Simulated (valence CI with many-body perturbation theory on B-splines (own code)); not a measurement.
# Hf: calculation against measured levels

Method: configuration interaction combined with many-body perturbation theory (CI+MBPT): four valence electrons over a frozen Dirac-Fock core [Xe] 4f14, a basis of 7 s, 7 p, 8 d, 6 f, 4 g, 1 h functions for each j, with the one-electron correlation potential Σ1, the two-electron term Σ2, the three-electron term Σ3, Breit, model QED; selected CI, second order for the rest, scaled by the run's own slope (own B-spline code, finite nucleus).

Against 28 measured levels this calculation errs by 252 cm⁻¹ on average and by 727 at most. These come from a selection out of the NIST Handbook of Basic Atomic Spectroscopic Data. Levels without a partner in it may be off by more, other configurations by 1,000 to 4,000 cm⁻¹. Among the levels kept, up to 870 cm⁻¹ of a level comes from second order outside the variational space, and about a tenth of that is noise between levels of different J, which matters for small intervals.

Measured levels: NIST Handbook of Basic Atomic Spectroscopic Data (Sansonetti and Martin, J. Phys. Chem. Ref. Data 34, 1559 (2005)). Pairs share parity and J, and are chosen by configuration, term and nearness in energy; levels without a clear partner are left out. Energies in cm⁻¹ above the measured ground level.

Names give the largest LS component (configuration and term), which can be under half, so a name can repeat, a term be missing and a line seem to break the LS rules; names also repeat where a configuration has a term twice. Letters in brackets count levels of one name in rising energy.

| Computed label | Label in the source | Measured | Computed | Difference |
| --- | --- | --- | --- | --- |
| 5d2 6s2 3F_2 | 5d2 6s2 3F | 0 | 0.0 | 0 |
| 5d2 6s2 3F_3 | 5d2 6s2 3F | 2356.7 | 2285.5 | -71 |
| 5d2 6s2 3F_4 | 5d2 6s2 3F | 4567.6 | 4476.3 | -91 |
| 5d2 6s2 3P_0 | 5d2 6s2 3P | 5521.8 | 5604.8 | +83 |
| 5d2 6s2 1D_2 | 5d2 6s2 1D | 5638.6 | 5748.8 | +110 |
| 5d2 6s2 3P_1 | 5d2 6s2 3P | 6572.5 | 6589.8 | +17 |
| 5d2 6s2 3P_2 | 5d2 6s2 3P | 8983.7 | 8989.1 | +5 |
| 5d 6s2 6p 3F°_2 | 5d 6s2 6p 3F° | 10508.9 | 10806.4 | +298 |
| 5d2 6s2 1G_4 | 5d2 6s2 1G | 10532.5 | 10722.4 | +190 |
| 5d 6s2 6p 3D°_1 | 5d 6s2 6p 3D° | 14017.8 | 14285.0 | +267 |
| 5d 6s2 6p 1D°_2 | 5d 6s2 6p 1D° | 14435.1 | 14622.4 | +187 |
| 5d 6s2 6p 3F°_3 | 5d 6s2 6p 3F° | 14541.7 | 14699.2 | +157 |
| 5d 6s2 6p 3D°_2 | 5d 6s2 6p 3D° | 16163.4 | 16358.5 | +195 |
| 5d 6s2 6p 3P°_1 | 5d 6s2 6p 3P° | 18143.4 | 18438.6 | +295 |
| 5d 6s2 6p 3F°_4 | 5d 6s2 6p 3F° | 18225.0 | 18296.2 | +71 |
| 5d 6s2 6p 3P°_0 | 5d 6s2 6p 3P° | 18270.1 | 18577.2 | +307 |
| 5d 6s2 6p 3D°_3 | 5d 6s2 6p 3D° | 18381.5 | 18469.3 | +88 |
| 5d 6s2 6p 3P°_2 | 5d 6s2 6p 3P° | 19791.3 | 19954.2 | +163 |
| 5d2 6s2 1S_0 | 5d2 6s2 1S | 20328.4 | 21054.9 | +727 |
| 5d 6s2 6p 1F°_3 | 5d 6s2 6p 1F° | 23644.7 | 23888.8 | +244 |
| 5d2 6s 6p 5D°_3 [a] | 5d2(3F) 6s(4F) 6p 5D° | 26305.8 | 25911.6 | -394 |
| 5d 6s2 6p 1P°_1 | 5d 6s2 6p 1P° | 26463.9 | 26674.7 | +211 |
| 5d2 6s 6p 3F°_2 [a] | 5d2(3F) 6s(4F) 6p 3F° | 27149.6 | 26952.7 | -197 |
| 5d2 6s 6p 3G°_3 [c] | 5d2(3F) 6s(2F) 6p 3G° | 32533.3 | 32236.7 | -297 |
| 5d2 6s 6p 3F°_2 [b] | 5d2(1G) 6s(2G) 6p 3F° | 33994.9 | 33276.8 | -718 |
| 5d2 6s 6p 3G°_3 [d] | 5d2(3F) 6s(2F) 6p 1F° | 34877.0 | 34529.9 | -347 |
| 5d2 6s 6p 3G°_4 [d] | 5d2(1G) 6s(2G) 6p 3G° | 36850.0 | 36485.5 | -365 |
| 5d2 6s 6p 3G°_5 [c] | 5d2(1G) 6s(2G) 6p 3G° | 38845.4 | 38519.5 | -326 |
| 5d2 6s 6p 3F°_4 [c] | 5d2(3F) 6s(2F) 6p 1G° | 38987.8 | 38366.1 | -622 |

Over 28 excited levels the mean absolute difference is 252 cm⁻¹, the median 204 and the largest 727. The comparison draws on a selection of the measured levels: 29 of the 222 computed ones have a partner in it, and others may be off by more.
